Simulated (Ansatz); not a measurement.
ZnSn₁₂⁺, relaxed as a doublet with UKS PBE-D4/def2-SVP in Ansatz, starting from the GFN1-xTB geometry. Force threshold 0.03 eV/Å.

In the def2 sets Sn takes a core potential; there is no spin–orbit coupling. The structure comes from a short search, and lower isomers may exist.

Start:

```xyz
13

Zn   -1.956    2.154   -0.154
Sn   -0.104    0.034    0.005
Sn    2.154    0.545   -1.790
Sn    0.712    2.771   -0.422
Sn    2.391    0.945    1.241
Sn    2.162   -1.811    0.074
Sn    0.265   -1.786   -2.273
Sn   -0.673    1.059   -2.599
Sn   -0.669   -2.818    0.431
Sn    0.644   -1.136    2.597
Sn   -2.199   -0.632    1.808
Sn   -2.434   -1.038   -1.224
Sn   -0.292    1.713    2.306
```

| step | energy (eV) | largest force component (eV/Å) | SCF passes |
| --- | --- | --- | --- |
| 1 | -118391.7061 | 2.241 | 25 |
| 2 | -118394.0065 | 0.287 | 30 |
| 3 | -118394.1144 | 0.279 | 29 |
| 4 | -118394.1523 | 0.127 | 29 |
| 5 | -118394.1551 | 0.060 | 25 |
| 6 | -118394.1564 | 0.014 | 25 |

Force components are those of the run's own axes.

End:

```xyz
13

Zn   -2.112    1.811   -0.080
Sn    0.007   -0.006    0.000
Sn    2.381    0.588   -1.931
Sn    0.696    2.975   -0.452
Sn    2.632    1.025    1.328
Sn    2.297   -1.970    0.087
Sn    0.275   -1.892   -2.467
Sn   -0.728    1.212   -2.746
Sn   -0.775   -2.989    0.460
Sn    0.682   -1.186    2.806
Sn   -2.390   -0.522    1.886
Sn   -2.636   -0.949   -1.301
Sn   -0.331    1.903    2.411
```

Bonds formed: Zn1–Sn11, Zn1–Sn12 (atoms count from 1).

No frequencies were taken in this run, so the end may be a saddle point.

It took 26 s on 2 threads of AMD EPYC 7R13 on a shared host and a share (18 GiB) of an NVIDIA H100 80GB HBM3, peak host memory 1.1 GiB.
